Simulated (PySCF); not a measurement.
Si(Cl)2(OMe)(SH) (CH4Cl2OSSi), SMILES CO[Si](S)(Cl)Cl. Atoms are numbered in the order given.

```xyz
10

C     -2.3225     0.0180     1.2953
O     -1.3575     0.7320     0.5400
Si     0.0416     0.1238    -0.0536
S      1.3169    -0.3813     1.5836
Cl     0.8365     1.5713    -1.2715
Cl    -0.3165    -1.5629    -1.2010
H     -3.1354     0.7123     1.5511
H     -1.8875    -0.3816     2.2273
H     -2.7385    -0.8209     0.7124
H      2.0613    -1.2491     0.8604
```
Charge 0, spin multiplicity 1.

Coordinates come from a B3LYP-D3(BJ)/def2-SVP optimisation. The structure was generated by enumeration, and PubChem lists no compound with its InChIKey, so it may never have been made. The values are those of a single conformer.

Two levels are set side by side: PBE/pcSseg-1 (PySCF) and PBE0/pcSseg-1 (PySCF). GIAO shifts against H2O (¹⁷O), H2S (³³S), HCl (³⁵Cl), TMS (²⁹Si), TMS (¹H), TMS (¹³C) at the same level; non-relativistic, no solvent, atoms listed together averaged. Without spin–orbit terms, shifts of atoms bonded to Cl or Br come out too high at both levels. Differences are taken from unrounded values.

```
quantity                PBE
--------------------  -----
δ(¹³C) of C1 (ppm)     58.1
δ(¹⁷O) of O2 (ppm)     89.4
δ(²⁹Si) of Si3 (ppm)    7.1
δ(³³S) of S4 (ppm)    104.3
δ(¹H) of H10 (ppm)     1.56
```

These are the PBE values. What does PBE0 give? (The exact figures need the calculation; the answer reports its results.)


```json
[
 {"quantity": "δ(¹³C) of C1 (ppm)", "PBE0": "56.3", "PBE minus PBE0": "1.8"},
 {"quantity": "δ(¹⁷O) of O2 (ppm)", "PBE0": "71.4", "PBE minus PBE0": "18.1"},
 {"quantity": "δ(²⁹Si) of Si3 (ppm)", "PBE0": "9.6", "PBE minus PBE0": "-2.6"},
 {"quantity": "δ(³³S) of S4 (ppm)", "PBE0": "86.8", "PBE minus PBE0": "17.6"},
 {"quantity": "δ(¹H) of H10 (ppm)", "PBE0": "1.64", "PBE minus PBE0": "-0.08"}
]
```

Rough cost on one machine, each run with all the roots and properties that it gave: PBE0 against PBE within a factor of 2.
